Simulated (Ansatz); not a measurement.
`Sc1ccc(-c2ccc(-c3ccc(-c4ccc(S)[se]4)[se]3)[se]2)[se]1` with charge +1. The state is a doublet with charge 1. Geometry PBE-D4/def2-SVP, that of the neutral singlet; atoms count from 1.

```csv
atom,x (Å),y (Å),z (Å)
S1,-0.9316,6.9443,5.7677
C2,-0.6366,5.4021,4.9752
C3,-0.1937,4.2010,5.5065
C4,-0.0560,3.1413,4.5671
C5,-0.3765,3.4372,3.2470
C6,-0.3388,2.5937,2.0858
C7,-0.6287,2.9098,0.7590
C8,-0.5031,1.8539,-0.1749
C9,-0.1038,0.6215,0.3417
C10,0.1101,-0.6201,-0.3424
C11,0.5055,-1.8536,0.1746
C12,0.6300,-2.9097,-0.7592
C13,0.3430,-2.5927,-2.0865
C14,0.3784,-3.4366,-3.2474
C15,0.0555,-3.1411,-4.5670
C16,0.1875,-4.2023,-5.5056
C17,0.6296,-5.4037,-4.9743
S18,0.9160,-6.9481,-5.7656
Se19,0.9340,-5.2543,-3.1164
Se20,-0.1418,-0.7619,-2.2206
Se21,0.1521,0.7645,2.2192
Se22,-0.9334,5.2546,3.1158
H23,-0.6548,6.4958,7.0248
H24,0.0366,4.0804,6.5753
H25,0.2905,2.1394,4.8646
H26,-0.9340,3.9244,0.4601
H27,-0.7068,1.9903,-1.2480
H28,0.7059,-1.9909,1.2482
H29,0.9311,-3.9255,-0.4599
H30,-0.2904,-2.1389,-4.8644
H31,-0.0475,-4.0829,-6.5736
H32,0.6720,-6.4918,-7.0267
```

Single mean-field runs in def2-TZVP are fitted with def2-universal-jkfit.

Estimate the Mulliken populations of the heavy atoms from the PBE0/def2-TZVP orbitals of Ansatz.


```
atom  charge (e)  spin (α − β)
  S1       -0.07          0.07
  C2        0.01          0.11
  C3       -0.18          0.00
  C4       -0.15          0.09
  C5       -0.07          0.02
  C6        0.05          0.13
  C7       -0.13          0.02
  C8       -0.14          0.07
  C9        0.00          0.07
 C10        0.00          0.07
 C11       -0.14          0.07
 C12       -0.13          0.02
 C13        0.05          0.13
 C14       -0.07          0.02
 C15       -0.15          0.09
 C16       -0.18          0.00
 C17        0.01          0.11
 S18       -0.07          0.07
Se19        0.20         -0.02
Se20        0.17         -0.04
Se21        0.17         -0.04
Se22        0.20         -0.02
```
Mulliken values depend strongly on the basis.

Where does the spin sit?

Summed by element: S 0.13, C 1.02, Se -0.12, H -0.03, of 1 unpaired in all. Largest on single atoms: C13 0.13, C6 0.13, C2 0.11.

And the Mayer bond orders between heavy atoms (over 0.3)?

S1–C2 1.18 (1.76 Å); C2–C3 1.48 (1.39 Å); C2–Se22 1.18 (1.89 Å); C3–C4 1.38 (1.42 Å); C4–C5 1.39 (1.39 Å); C5–C6 1.15 (1.44 Å); C5–Se22 1.19 (1.91 Å); C6–C7 1.31 (1.39 Å); C6–Se21 1.21 (1.90 Å); C7–C8 1.43 (1.42 Å); C8–C9 1.30 (1.39 Å); C9–C10 1.18 (1.43 Å); C9–Se21 1.20 (1.90 Å); C10–C11 1.30 (1.39 Å); C10–Se20 1.20 (1.90 Å); C11–C12 1.43 (1.42 Å); C12–C13 1.31 (1.39 Å); C13–C14 1.15 (1.44 Å); C13–Se20 1.21 (1.90 Å); C14–C15 1.39 (1.39 Å); C14–Se19 1.19 (1.91 Å); C15–C16 1.38 (1.42 Å); C16–C17 1.48 (1.39 Å); C17–S18 1.18 (1.76 Å); C17–Se19 1.18 (1.89 Å).
